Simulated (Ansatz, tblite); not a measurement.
Removing and adding an electron: BiH2(OMe) (CH5BiO). Total charge 0; singlet. Geometry: r2SCAN-D4/def2-TZVP. Ansatz, gas phase; energy differences of separate SCF runs; the oxidised species was run as a doublet alone; the reduced species was run as a doublet alone.

Cartesian coordinates in Å:
```
Bi 0.6426 -1.3364 0.8791
H 1.1373 -2.5087 -0.3891
H 2.3671 -0.8643 1.0769
O 0.2770 0.1665 -0.5291
C -0.8688 0.9588 -0.2928
H -1.8033 0.3771 -0.2962
H -0.9317 1.6911 -1.1041
H -0.8202 1.5160 0.6553
```

In the def2 sets Bi takes a core potential; there is no spin–orbit coupling. The xTB rows come from tblite. HOMO above LUMO, or a gap near zero within one spin, warns that the state may not be the lowest or that an electron is smeared out.

| level | −HOMO (eV) | vertical IE (eV) | −LUMO (eV) | vertical EA (eV) | HOMO–LUMO gap (eV) | IE − EA (eV) | remarks |
| --- | --- | --- | --- | --- | --- | --- | --- |
| GFN1-xTB | 10.89 | 14.24 | 3.76 | 0.46 | 7.13 | 13.78 | – |
| GFN2-xTB | 10.69 | 13.72 | 4.47 | 0.99 | 6.22 | 12.73 | – |
| PBE-D4/def2-TZVP | 5.76 | 9.10 | 1.98 | – | 3.78 | – | gap within one spin near zero (+1 doublet) |
| PBE-D4/def2-TZVPD | 5.84 | – | 2.05 | -0.21 | 3.79 | – | HOMO above zero (-1 doublet) |
| r2SCAN-D4/def2-TZVP | 6.07 | 9.18 | 1.72 | – | 4.35 | – | – |
| r2SCAN-D4/def2-TZVPD | 6.13 | – | 1.77 | -0.25 | 4.36 | – | HOMO above zero (-1 doublet) |
| PBE0-D4/def2-TZVP | 7.29 | 9.29 | 1.20 | – | 6.09 | – | – |
| PBE0-D4/def2-TZVPD | 7.35 | – | 1.28 | -0.25 | 6.07 | – | HOMO above zero (-1 doublet) |

   A HOMO above zero means that the electron is unbound at that level or that self-interaction error raises the level; the energy of removing that electron tells which. Raw xTB energy differences between charge states are shifted by several eV; the methods need an empirical correction for them. A negative affinity means that the extra electron isn't bound; its size then hangs on the basis.
